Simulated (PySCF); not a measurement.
## An excited-state table with gaps

Compound: C₇H₉FOSi.
Atom-mapped SMILES: `[F:1][CH2:2][c:3]1[cH:4][cH:5][c:6]([O:7][SiH3:8])[cH:9][cH:10]1` (hydrogens: H11, H12 on C2; H13 on C4; H14 on C5; H15, H16, H17 on Si8; H18 on C9; H19 on C10)

Computed with TDDFT wB97X-D/def2-SVPD, vertical, gas phase, core orbitals frozen in the response in PySCF 2.14.0, density-fitted response routines. One conformer (not necessarily the lowest) at the PBE0-D3(BJ)/def2-SVP geometry, without solvent, vibrations or thermal averaging. Torsions of this conformer, `[F:1][CH2:2][c:3]1[cH:4][cH:5][c:6]([O:7][SiH3:8])[cH:9][cH:10]1`: F1–C2–C3–C4 1°, C5–C6–O7–Si8 0°.

Orbital energies (eV): HOMO-3 -11.23, HOMO-2 -11.07, HOMO-1 -9.31, HOMO -8.36, LUMO 1.23, LUMO+1 1.58, LUMO+2 1.86.

Lowest singlets, with some entries withheld (?). Orbitals of the list HOMO-3 to LUMO+2 that lie within 0.01 eV of each other are written together with a slash and their weights summed (≥ marks a lower bound); for degenerate orbitals outside that list single weights are arbitrary.

```json
{"state": "S1", "E (eV)": "5.13", "f": "?", "main configurations (H = HOMO, L = LUMO)": "H→L (79%), H-1→L+1 (18%)"}
{"state": "S2", "E (eV)": "5.88", "f": "?", "main configurations (H = HOMO, L = LUMO)": "H→L+1 (75%), H-1→L (22%)"}
{"state": "S3", "E (eV)": "6.46", "f": "?", "main configurations (H = HOMO, L = LUMO)": "H→L+2 (76%), H→L+3 (13%)"}
{"state": "S4", "E (eV)": "6.88", "f": "?", "main configurations (H = HOMO, L = LUMO)": "H-1→L (72%), H→L+1 (22%)"}
{"state": "S5", "E (eV)": "6.96", "f": "?", "main configurations (H = HOMO, L = LUMO)": "H-1→L+1 (61%), H→L (14%), H→L+3 (9%)"}
{"state": "S6", "E (eV)": "6.96", "f": "?", "main configurations (H = HOMO, L = LUMO)": "H→L+3 (38%), H→L+4 (24%), H-1→L+1 (15%)"}
{"state": "S7", "E (eV)": "7.28", "f": "?", "main configurations (H = HOMO, L = LUMO)": "H→L+5 (69%), H→L+4 (14%)"}
{"state": "S8", "E (eV)": "7.50", "f": "?", "main configurations (H = HOMO, L = LUMO)": "H→L+4 (44%), H→L+3 (23%), H→L+5 (14%)"}
{"state": "S9", "E (eV)": "7.62", "f": "?", "main configurations (H = HOMO, L = LUMO)": "H-1→L+3 (30%), H-2→L (16%), H-1→L+4 (16%)"}
{"state": "S10", "E (eV)": "7.63", "f": "?", "main configurations (H = HOMO, L = LUMO)": "H-2→L (60%), H-6→L (16%)"}
```

**Question.** What stands in place of each question mark?

**Answer.** 
- S1: f = 0.025
- S2: f = 0.131
- S3: f = 0.0015
- S4: f = 0.844
- S5: f = 0.302
- S6: f = 0.075
- S7: f = 0.0001
- S8: f = 0.013
- S9: f = 0.0019
- S10: f = 0.0015

**Question.** Where do the lowest triplets lie (Tamm–Dancoff)?

**Answer.** T1 4.07 eV, H→L+1 (59%), H-1→L (26%), H→L (9%); T2 4.30 eV, H→L (87%); T3 4.75 eV, H-1→L (68%), H→L+1 (29%); T4 5.53 eV, H-1→L+1 (94%). E(S1) − E(T1) = +1.06 eV.

**Question.** What is the vertical ionisation energy by ΔSCF at this level?

**Answer.** 8.40 eV; −ε(HOMO) is 8.36 eV.

**Question.** What is the mean static polarisability from the same response equations?

**Answer.** 112.7 au (16.71 Å³), with principal values 75.8, 110.3 and 152.1 au.
